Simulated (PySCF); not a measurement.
# How the method changes the shape and vibrations of AlBH3O2 anion

Calculated results; nothing here was measured. The program is PySCF 2.14.0, an open-source quantum chemistry code, run on an isolated molecule that a program drew, which may never have been made. The molecule is AlBH3O2 anion (charge -1, singlet), drawn as the SMILES string `[BH2][Al]([O-])[OH]`.

The geometry was optimised and harmonic frequencies were computed with HF and MP2, all in the aug-cc-pV(D+d)Z basis, for the commonest isotopes, with a restricted reference for singlets and an unrestricted one otherwise, and a frozen core in MP2. Each result is a local minimum of its method.

Geometry at the HF minimum:
```xyz
7
AlBH3O2 anion, angstrom
B     0.6449   -1.6838   -0.1703
Al    0.1742    0.0257   -1.4267
O    -0.3572   -0.0137   -2.9593
O     0.4749    1.4723   -0.4765
H    -0.1590   -2.2546    0.5420
H     1.7379   -2.2142   -0.1128
H     0.2972    2.2743   -0.9380
```

Lengths of the bonds as drawn, in Å (atoms numbered as above):
```
  bond     HF    MP2
B1-Al2  2.173  2.162
Al2-O3  1.623  1.677
Al2-O4  1.757  1.792
 B1-H5  1.216  1.220
 B1-H6  1.216  1.220
 O4-H7  0.942  0.967
```

Rotational constants, in GHz:
```
constant,HF,MP2
A,6.66,6.264
B,5.47,5.484
C,3.077,2.995
```

Harmonic frequencies in cm^-1, each column in rising order, so a row needn't be the same motion in every method:
```
rank    HF   MP2
   1   150   127
   2   173   160
   3   243   222
   4   262   229
   5   443   402
   6   525   513
   7   570   543
   8   713   652
   9   782   741
  10   890   845
  11  1057   927
  12  1254     ?
  13  2533  2506
  14  2561  2551
  15  4191  3845
```

**Estimate the missing MP2 frequency from the HF column.**

A single factor s that minimises the squared misfit of MP2 against s times HF over the other rows is sum(HF x MP2) / sum(HF^2) = 0.9463, with an rms misfit of 60 cm^-1. For rank 12 it gives 0.9463 x 1254 = 1187 cm^-1. The calculation gives 1195 cm^-1, 8 cm^-1 above the estimate. The drawn bonds are on average 1.4 % longer in MP2 than in HF.
